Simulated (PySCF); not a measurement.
COOs, SMILES [O+]#[C-]->[Os] (connectivity only; charge and spin as stated), neutral, multiplicity 3.

Geometry: B3LYP-D3(BJ)/def2-TZVP. The multiplicity is an assumed one; other spin states were not compared. The def2 effective core potentials stand for the cores of Os; spin–orbit coupling is left out.

All values below come from PySCF with B3LYP-D3(BJ)/def2-TZVP.

Frequencies are harmonic and unscaled.

Modes within 1.5 cm⁻¹ of each other (mostly degenerate sets) share a row, with their intensities summed.

**Question.** List the normal modes with their intensities. (The exact figures need the calculation; the answer reports its results.)

**Answer.** 
```csv
mode,ν (cm⁻¹),IR (km/mol),moving atoms (share of kinetic energy)
1–2,451,2.9,"C 78 %, O 22 %"
3,606,11.4,"O 56 %, C 31 %, Os 13 %"
4,2036,832.2,"C 64 %, O 36 %"
```
